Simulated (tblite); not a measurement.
Isomers of C7H7ClO. Level: GFN2-xTB in tblite, geometry and Hessian alike; calculated harmonic values, unscaled, isolated species. Against measured fundamentals such values can be off by several per cent, at times by over 20. One conformer each.

Electronic energies: GFN2-xTB at the same geometries; isomer energies are rough at this level and their order can be wrong.

```csv
SMILES,"electronic energy, lowest = 0 (kJ/mol)"
OC1=C[C@H]2C=C(Cl)[C@@H]1C2,101.0
COc1ccc(Cl)cc1,0.0
COC1=CC=C/C1=C/Cl,133.9
```

How do GFN2-xTB zero-point energies change the relative energies?

```
                     SMILES  ZPE (kJ/mol)  of it from modes above 1550 cm⁻¹  electronic (kJ/mol)  with ZPE, lowest = 0 (kJ/mol)  lowest mode (cm⁻¹)  rings
             COc1ccc(Cl)cc1         313.6                             146.6                  0.0                            0.0                  76      1
OC1=C[C@H]2C=C(Cl)[C@@H]1C2         317.5                             151.3                101.0                          104.8                 118      2
          COC1=CC=C/C1=C/Cl         309.6                             156.9                133.9                          129.9                  91      1
```

The zero-point energies span 7.9 kJ/mol, from `COC1=CC=C/C1=C/Cl` to `OC1=C[C@H]2C=C(Cl)[C@@H]1C2`. The order is unchanged.

What do entropy and thermal enthalpy add at 298.15 K and 1 bar (rigid rotor, harmonic oscillator, one conformer each)?

| SMILES | point group | symmetry number | S (J/(mol K)) | H − H(0) (kJ/mol) | ZPE + H − H(0) − TS (kJ/mol) |
| --- | --- | --- | --- | --- | --- |
| COc1ccc(Cl)cc1 | Cs | 1 | 377.2 | 24.43 | 225.6 |
| OC1=C[C@H]2C=C(Cl)[C@@H]1C2 | C1 | 1 | 357.3 | 22.04 | 233.0 |
| COC1=CC=C/C1=C/Cl | Cs | 1 | 388.8 | 25.73 | 219.4 |
